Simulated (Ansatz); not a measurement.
`[CH3][GeH2][Cl]` + F• → `[CH3][GeH][Cl]`• + H–F at 500 K and 1 bar (hydrogen abstraction from a Ge–H bond).

Calculated with Ansatz (gas phase, PBE0-D4/def2-TZVP geometries, no zero-point term in ΔE). CCSD(T)/CBS is the MP2 limit (def2-TZVPP, def2-QZVPP) plus CCSD(T) − MP2 in def2-TZVPP, frozen cores. This one scheme is used for every species, atoms too. No spin–orbit coupling; open shells (•) take unrestricted orbitals. Spin–orbit coupling would lower the free atoms: a little for F. For Ge outer-core shells are correlated without core-valence functions, so the limit isn't a true one: a few kJ/mol of doubt a bond, and 10 to 20 or more in all where bonds break to atoms. Scalar relativity is left out up to krypton.

```
          species  CCSD(T)/CBS energy (Eh)  H − E (kJ/mol)  S (J/(mol·K))
`[CH3][GeH2][Cl]`              -2576.99593           176.8          361.6
               F•                -99.66871            10.4          171.2
`[CH3][GeH][Cl]`•              -2576.35137           151.0          361.9
              H–F               -100.39570            39.4          188.7
```

H − E and S are ideal-gas, rigid-rotor, harmonic terms from PBE0-D4/def2-TZVP, for one conformer and one mirror image of each species, with the whole ground term of open shells counted as degenerate. 1 Eh = 2625.50 kJ/mol, R = 8.31446 J/(mol·K).

Problem. By hand: ΔE, ΔH, ΔS and ΔG.

Solution. ΔE = (-2576.35137) + (-100.39570) − (-2576.99593) − (-99.66871) = -0.08243 Eh = -216.4 kJ/mol. Δ(H − E) = 151.0 + 39.4 − 176.8 − 10.4 = 3.2, so ΔH = -213.2 kJ/mol. ΔS = 361.9 + 188.7 − 361.6 − 171.2 = 17.8 J/(mol·K). ΔG = -213.2 − 500 × (17.8)/1000 = -222.1 kJ/mol.

Problem. By hand: the equilibrium constant, and the temperature at which ΔG would vanish if ΔH and ΔS stayed fixed.

Solution. log₁₀ K = −ΔG/(RT ln 10) = 23.2. ΔH and −TΔS have one sign here, so there is no such temperature.

ΔH outweighs TΔS. A doubt of 5 kJ/mol in ΔE shifts log₁₀ K by 0.5 here. Other conformers and mirror images would add mixing entropy, several J/(mol·K) or more a flexible species. These are equilibria of isolated gas molecules and say nothing of rates. Largest T1 diagnostic: 0.012 (customary marks: 0.02 for closed shells, 0.045 for open ones).
